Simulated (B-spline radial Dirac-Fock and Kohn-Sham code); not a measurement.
Dipole and non-dipole photoemission parameters of Sm 5p1/2

System: neutral samarium in the configuration 1s2 2s2 2p6 3s2 3p6 3d10 4s2 4p6 4d10 4f6 5s2 5p6 6s2; threshold 29.17 eV (orbital energy of the model). Calculated with a radial B-spline solver, using Dirac-Hartree-Slater photoionisation with a Latter tail; cross sections with all multipoles, angular parameters from the dipole term and its interference with E2.

Input file task.json (cfg lists n, l and occupation; rrms is the nuclear radius in fm):

```json
{"items": [{
  "Z": 62,
  "q": 0,
  "cfg": [[1, 0, 2], [2, 0, 2], [2, 1, 6], [3, 0, 2], [3, 1, 6], [3, 2, 10], [4, 0, 2], [4, 1, 6], [4, 2, 10], [4, 3, 6], [5, 0, 2], [5, 1, 6], [6, 0, 2]],
  "A": 152,
  "rrms": 5.0819,
  "do": "xps",
  "hv": [52.0, 79.1, 93.0, 110.0, 116.0, 125.0, 174.0, 228.0, 249.0, 400, 416.0, 753.0, 758.0, 800, 1190.0, 1230.0, 1250.0, 1253.6, 1590.0, 1810.0, 1970.0, 2000, 2130.0, 2820.0, 2984.4, 4590.0, 6000, 8047.8, 12000, 12100.0],
  "edges": {"K": 46834.0, "L1": 7737.0, "L2": 7312.0, "L3": 6716.0, "M1": 1723.0, "M2": 1541.0, "M3": 1419.8, "M4": 1110.9, "M5": 1083.4, "N1": 347.2, "N2": 265.6, "N3": 247.4, "N4": 129.0, "N5": 129.0}
}]}
```

Command: `python xray2_run.py task.json out`

For linearly polarised light dσ/dΩ = σ/(4π) [1 + β P₂(cos θ) + (δ + γ cos²θ) sin θ cos φ], with θ from the polarisation vector and φ the angle between the beam and the projection of the electron momentum on the plane normal to the polarisation.

```tsv
hν (eV)	σ (kb)	β	γ	δ
52	909	1.770	0.156	-0.014
79.1	208	0.884	0.356	-0.027
93	129	0.436	0.298	-0.020
110	86.4	0.077	0.168	-0.006
116	77.5	0.006	0.121	-0.001
125	67.5	-0.052	0.060	0.007
174	42.8	0.153	-0.059	0.032
228	32.9	0.556	0.025	0.034
249	30.4	0.687	0.068	0.032
400	19.3	1.231	0.261	0.017
416	18.5	1.263	0.270	0.015
753	9.22	1.590	0.231	0.002
758	9.14	1.592	0.229	0.002
800	8.51	1.610	0.214	0.002
1190	4.82	1.693	0.081	-0.001
1230	4.59	1.697	0.070	-0.001
1250	4.47	1.699	0.065	-0.001
1253.6	4.45	1.699	0.064	-0.001
1590	?	?	?	?
1810	2.44	1.719	-0.016	-0.002
1970	2.11	1.718	-0.022	-0.002
2000	2.05	1.718	-0.022	-0.002
2130	1.83	1.716	-0.021	-0.003
2820	1.09	1.696	0.024	-0.003
2984.4	0.977	1.690	0.043	-0.002
4590	0.406	1.627	0.282	0.001
6000	0.226	1.573	0.511	0.007
8047.8	0.114	1.502	0.823	0.020
12000	0.0426	1.389	1.317	0.050
12100	0.0417	1.387	1.328	0.051
```

Question: Give the values at 1590 eV.

Answer: σ = 3.04 kb, β = 1.716, γ = 0.003, δ = -0.002.
